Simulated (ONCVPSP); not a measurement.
**How hard is this gallium (Ga) ONCV potential?**

- Element: Ga (Z = 31)
- Generator: ONCVPSP 4.0.1
- Type: optimised norm-conserving Vanderbilt (ONCV)
- Functional: PBE
- Relativity: scalar-relativistic
- Frozen core: [Ar]
- Valence charge: 13
- Reference configuration: 3d10 4s2 4p1
- Partial waves: 4s: rc 1.95 bohr, ncon 4, nbas 7, qcut 3.9 1/bohr, 2 projectors, debl 0.6 Ha; 4p: rc 2.20 bohr, ncon 3, nbas 6, qcut 3.7 1/bohr, 3 projectors, debl 3 Ha; 3d: rc 0.95 bohr, ncon 4, nbas 8, qcut 18 1/bohr, 3 projectors, debl 0.7 Ha
- Local potential: polynomial inside 0.60 bohr (lpopt 5, dvloc0 0 Ha)
- Core correction: none

In the d channel the program set the typed energies aside and used -0.704, 0.250, 0.950 Ha.

Question: For each optimised wave give the share of its norm inside rc, the residual kinetic energy above qcut (Ha) and the cutoffs (Ha) for errors of 10, 1, 0.1 and 0.01 mHa per electron.

Answer:

```
         wave  norm inside rc  residual KE  10 mHa  1 mHa  0.1 mHa  0.01 mHa
           4s           0.381      5.9e-04     4.7    7.1     22.6      31.0
s projector 2           0.141      4.4e-04     4.4    6.8     12.9      33.7
           4p           0.219      7.3e-05     1.3    2.6      6.6      21.1
p projector 2           0.168      2.2e-02     7.7   17.7     32.0      49.3
p projector 3           0.117      8.7e-02    11.5   19.1     34.6      72.5
           3d           0.712      3.2e-07   100.5  119.2    134.1     145.7
d projector 2           0.020      1.8e-08    67.0   92.9    113.9     130.8
d projector 3           0.030      5.8e-08    75.9  101.2    121.5     137.4
```

The occupied waves need 119 Ha and 134 Ha for 1 and 0.1 mHa. Note: ghosts flagged at negative energy: s at -408.4 eV; GHOST(+) flagged for p at 80.9 eV. A true bound ghost makes a file unfit for plane-wave use. 1 of 4 tests not solved or not reliable.
